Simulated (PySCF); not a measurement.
A GIAO shielding run with PySCF 2.14 (density fitting, non-relativistic, gas phase) on `C=CCCC(=O)NC(C)C`, C8H15NO:

```
$ OMP_NUM_THREADS=1 python probes_run.py task.json out

{"job": {"kind": "nmr", "xc": "PBE0", "basis": "pcSseg-1"}, "charge": 0, "multiplicity": 1}
C      4.594746     0.738482    -0.964992
C      3.765603    -0.087812    -0.355329
C      2.491273     0.323625     0.305540
C      1.282930    -0.400261    -0.294210
C      0.030250    -0.134943     0.530722
O      0.057250     0.149000     1.708949
N     -1.120136    -0.266447    -0.166940
C     -2.433754    -0.059942     0.412276
C     -3.119915     1.129196    -0.257610
C     -3.272018    -1.329808     0.284883
H      4.399236     1.797227    -1.020949
H      5.507472     0.398837    -1.424934
H      3.988141    -1.147028    -0.311629
H      2.349236     1.401878     0.214924
H      2.530328     0.080692     1.370902
H      1.129609    -0.089055    -1.329430
H      1.459926    -1.479972    -0.286598
H     -1.085977    -0.504104    -1.145705
H     -2.254631     0.163606     1.468984
H     -4.083791     1.315583     0.207480
H     -2.507461     2.021779    -0.157685
H     -3.278530     0.930980    -1.316348
H     -2.769898    -2.163676     0.768986
H     -4.240078    -1.186666     0.756846
H     -3.430745    -1.577026    -0.763574
```

Hardware: 1 thread of an Arm Neoverse V1, shared host. The job also computes population analyses, field gradients.

**Question.** How large is the calculation?

**Answer.** 78 electrons, 245 basis functions and 1259 auxiliary functions.

**Question.** How long does it take, and how much memory does it need?

**Answer.** 63 s of wall time, with 14 SCF cycles and 5 response iterations; peak memory 1.1 GiB. Times on a shared host scatter by some tens of per cent.
